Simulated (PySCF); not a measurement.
# What a mistake does to a calculation on B2H5Si cation

These are calculations, not measurements. They come from PySCF 2.14.0, an open-source quantum chemistry program, on an isolated molecule that a program drew, which may never have been made. The molecule is B2H5Si cation (charge +1, singlet), drawn as the SMILES string `BB[SiH2+]`.

Each row is a Hartree-Fock (HF) and frozen-core CCSD(T) single point in the cc-pV(D+d)Z basis, meant for a local HF minimum. Run 1 is clean. Each other run has one planted mistake out of seven kinds, and not every kind appears here: one electron removed, one electron added, multiplicity raised by two, geometry at a saddle point, minimal basis STO-3G, one bond length entered in bohr, all coordinates scaled. The reference is restricted for singlets and unrestricted otherwise, and also for a bond in bohr. Adding or removing an electron swaps singlet and doublet. Electrons count all cores. HOMO and LUMO are orbital energies over both spins, the gradient is its largest component, and the lowest frequency (negative if imaginary) is given only where the gradient is small. Bond lengths are over the 7 bonds as drawn. T1 is the CCSD diagnostic: over 0.02 (restricted) or 0.045 (unrestricted) a single reference is doubtful.

Geometry of the clean run:
```xyz
8
B2H5Si cation, angstrom
B    -2.6499   -2.1893    0.1886
B    -2.5167   -0.5826    0.6805
Si   -0.8754    0.3117    1.4186
H    -2.4191   -2.4823   -0.9472
H    -2.9900   -3.0239    0.9740
H    -3.4546    0.1623    0.6121
H    -0.5736    0.3508    2.8539
H     0.1076    0.9897    0.5661
```

```
run,electrons,basis functions,<S^2>,HOMO (eV),LUMO (eV),gradient (hartree/bohr),lowest frequency (cm^-1),mean bond (Å),longest bond (Å),T1,HF (hartree),CCSD(T) (hartree),mistake
1,28,76,0.000,-16.81,-5.75,2.0e-05,178,1.4600,2.010,0.0171,-340.86552,-341.15881,no fault
2,29,76,0.768,-7.27,1.28,1.3e-02,-,1.4600,2.010,0.0148,-341.10431,-341.41374,one electron added
3,28,76,0.000,-16.47,-6.68,3.8e-05,-393,1.4837,2.105,0.0089,-340.84039,-341.12851,geometry at a saddle point
4,28,76,0.736,-14.37,-5.74,1.9e-02,-,1.6120,2.259,0.0646,-340.74907,-341.04087,one bond length entered in bohr
5,28,76,2.036,-13.32,-8.47,6.0e-02,-,1.4600,2.010,0.0228,-340.74203,-341.02991,multiplicity raised by two
6,28,76,0.000,-17.47,-5.63,7.0e-02,-,1.3286,1.829,0.0175,-340.80960,-341.10018,?
```

**Which mistake was planted in run 6, and what did it cost?**

The mean and the longest bond both change by the same factor, 0.910, and the gradient is no longer small. So the mistake is: all coordinates scaled. Subtracting run 1 and multiplying by 627.51 kcal/mol a hartree, the energy moved by 35.1 kcal/mol in HF and 36.8 kcal/mol in CCSD(T).

Cautions from the logs. Run 4: T1 is over the limit, so its CCSD(T) energy is less reliable.
